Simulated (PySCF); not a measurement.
Trend along the halogens: MB cations

CCSD(T) with triple-zeta basis sets in PySCF, for the lowest determinant that a PBE0 search found; no spin–orbit coupling. De refers to high-spin ground-configuration atoms (the charge goes to the atom of lower measured ionisation energy or higher electron affinity, which is not always the lowest computed limit).

```
 M        basis  reference, frozen orbitals  charged atom  state (unpaired electrons)  Re (Å)  ωe (cm⁻¹)  De (eV)
 F      cc-pVTZ                      UHF, 2            B+               doublet (σ ↑)   1.218       1691     4.90
Cl  def2-TZVPPD                      UHF, 6            B+               doublet (σ ↑)   1.604       1139     3.48
Br  def2-TZVPPD                     UHF, 10            B+               doublet (σ ↑)   1.756        945     3.05
```

The shortest bond is that of BF⁺ (1.218 Å), the longest that of BBr⁺ (1.756 Å). BF⁺ is bound most strongly (4.90 eV) and BBr⁺ least (3.05 eV).

The rows differ in basis set, which adds steps of its own.

Down a group the atoms grow and get heavier, so bonds lengthen and wavenumbers fall; this series shows no clear exception.

Correlated steps freeze the inner cores (2 to 10 orbitals); shallow outer-core shells are correlated. Spin–orbit coupling is left out. For an ion De counts to the pair picked by the measured ionisation energies or electron affinities, which need not be the lowest pair at this level. States were picked by a PBE0 search and need not be the measured ground states.
